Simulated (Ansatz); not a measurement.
Consider the ligand exchange at the Si–C bond: `BC([SiH3])[SiH2]Cl` + `N[SiH](O)O` → `O[SiH](O)N[SiH2]Cl` + `BC[SiH3]`.

Calculated with Ansatz (gas phase, PBE0-D4/def2-TZVP geometries, no zero-point term in ΔE). CCSD(T)/CBS adds triple-zeta CCSD(T) − MP2 to the extrapolated MP2 energy (def2 sets, frozen cores). This one scheme is used for every species. DFT in def2-TZVPP. One conformer a species, not always the lowest.

```tsv
level	ΔE (kcal/mol)
PBE-D4	-11.2
ωB97M-V	-12.6
B2PLYP	-13.5
SCS-MP2/def2-QZVPP	-12.8
```

(1) What does CCSD(T)/CBS give? (Best estimate.)

Largest T1 diagnostic among the species: 0.011.

Results:

(1) Computed: -12.1 kcal/mol. The listed levels differ from it by 0.9, -0.5, -1.4, -0.7 kcal/mol.

In def2-TZVPP, CCSD(T) changes the Hartree–Fock value by +3.7 kcal/mol (the triples alone add +0.5 kcal/mol) and MP2 by +4.0 kcal/mol.
